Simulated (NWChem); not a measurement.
Molecule: GaSiH3Cl2; SMILES [Cl][Ga]([Cl])[SiH3]

Computed with NWChem. Structure relaxed at the PBE-D3(BJ)/def2-SVP level. Level B3LYP/def2-SVP: energy and gradient on several grids; changes count from the extra-fine grid, which is no exact limit either.

```
grid     size of the energy change (μHa)  largest change of a gradient component (μHa/bohr)
-------  -------------------------------  -------------------------------------------------
xcoarse                              200                                               2000
coarse                                50                                                200
medium                              < 10                                               < 30
fine                                < 10                                               < 30
xfine                               < 10                                               < 30
```
